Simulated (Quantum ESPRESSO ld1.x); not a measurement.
Q: These are the eigenvalues of the occupied orbitals of an atom or ion with whole-number occupations (eV). Calculated with ld1.x of Quantum ESPRESSO 7.5: Dirac Kohn-Sham, PBE, spin-unpolarised, spherical densities, point nucleus.

1s1/2: -51805.6
2s1/2: -8582.79
2p1/2: -8155.48
2p3/2: -7408.86
3s1/2: -1903.29
3p1/2: -1717.66
3p3/2: -1563.52
3d3/2: -1244.06
3d5/2: -1210.43
4s1/2: -376.805
4p1/2: -304.101
4p3/2: -269.804
4d3/2: -150.180
4d5/2: -143.987
5s1/2: -47.3549
5p1/2: -27.8797
5p3/2: -23.5175
6s1/2: -3.7034
4f5/2: -3.3269
4f7/2: -2.5462

Which element is it, and in what charge state? The configuration may be excited. Open shells, if any, fill j = l - 1/2 first.

A: Z = 65, terbium, charge 0: Tb in [Xe] 4f9 6s2. The list shows which subshells hold electrons but not how many an open one holds; the 1s level, -1903.8 hartree, gives Z - s = 61.7 by -(Z - s)^2/2, which with screening and relativity narrows Z to a few neighbours, and the depths of the outer levels then fix element, charge and occupations together.
